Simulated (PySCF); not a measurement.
Isomers of C5H11NOSi2, from PySCF 2.14.0, PBE0-D3(BJ)/def2-SVP geometry optimisation, gas phase. One conformer each, no zero-point energy, no frequencies.

Question: Which is lowest in electronic energy at this level?
A. `[CH3:1][C:2]#[C:3][C@@H:4]1[CH2:5][Si@H:6]([NH2:7])[O:8][SiH2:9]1` with C5–Si6–N7–H 174° and -43°, C3–C4–C5–Si6 -78°, C4–C5–Si6–N7 89°, C5–Si6–O8–Si9 11°, Si6–O8–Si9–C4 9°: A = 1541, B = 904.6, C = 717.9 MHz, dipole 1.86 D
B. `[CH3:1][SiH2:2][NH:3][SiH2:4][c:5]1[cH:6][cH:7][cH:8][o:9]1` with C1–Si2–N3–Si4 173°, Si2–N3–Si4–C5 176°, N3–Si4–C5–C6 -175°: A = 2966, B = 512.7, C = 443.3 MHz, dipole 1.86 D
C. `[CH3:1][CH2:2][Si@@H:3]1[O:4][SiH2:5][CH2:6][C@H:7]1[C:8]#[N:9]` with C1–C2–Si3–O4 176°, C2–Si3–O4–Si5 -132°, Si3–O4–Si5–C6 -6°, O4–Si5–C6–C7 28°, Si5–C6–C7–C8 -162°: A = 1480, B = 992.5, C = 638.0 MHz, dipole 3.17 D

Answer: C. That is `CC[Si@@H]1O[SiH2]C[C@H]1C#N`, 12.6 kcal/mol below the next.

```json
{"SMILES": "CC[Si@@H]1O[SiH2]C[C@H]1C#N", "mapped SMILES": "[CH3:1][CH2:2][Si@@H:3]1[O:4][SiH2:5][CH2:6][C@H:7]1[C:8]#[N:9]", "E (Eh)": "-905.16753", "relative (kcal/mol)": "0.0", "relative (kJ/mol)": "0.0", "dipole (D)": "3.17"}
{"SMILES": "CC#C[C@@H]1C[Si@H](N)O[SiH2]1", "mapped SMILES": "[CH3:1][C:2]#[C:3][C@@H:4]1[CH2:5][Si@H:6]([NH2:7])[O:8][SiH2:9]1", "E (Eh)": "-905.14752", "relative (kcal/mol)": "12.6", "relative (kJ/mol)": "52.5", "dipole (D)": "1.86"}
{"SMILES": "C[SiH2]N[SiH2]c1ccco1", "mapped SMILES": "[CH3:1][SiH2:2][NH:3][SiH2:4][c:5]1[cH:6][cH:7][cH:8][o:9]1", "E (Eh)": "-905.11899", "relative (kcal/mol)": "30.5", "relative (kJ/mol)": "127.5", "dipole (D)": "1.86"}
```

As drawn, the lowest has a C≡N group and an Si–O bond, which the highest lacks; the highest has an aromatic ring and an N–H bond, which the lowest lacks.
